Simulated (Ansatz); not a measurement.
Basis-set extrapolation for `[AlH2][BH]O[SiH3]` (PBE0-D4/def2-TZVP geometry, frozen core, Ansatz 0.2.0). Multiplicity 1, RHF reference.

|  | def2-TZVPP | def2-QZVPP |
| --- | --- | --- |
| HF | -633.995982 | -634.017711 |
| MP2 correlation | -0.536192 | -0.576713 |
| CCSD(T) correlation | -0.606782 | not run |

Energies in hartree. Use E(X) = E(∞) + A·exp(−7.88·√X) for Hartree–Fock and E(X) = E(∞) + B·X^(−2.97) for correlation, with X = 3 and 4, and add CCSD(T) minus MP2 of the smaller set to the MP2 limit.

Question: What is the CCSD(T) energy at the basis-set limit?

Answer: HF limit: -634.017711 + (-0.021729) × 0.13774 = -634.02070. MP2 limit: -0.576713 + (-0.040521) × 0.74074 = -0.60673. Higher-order term: -0.606782 − (-0.536192) = -0.07059. Total: -634.69802 hartree, 250.1 kJ/mol below CCSD(T)/def2-TZVPP.
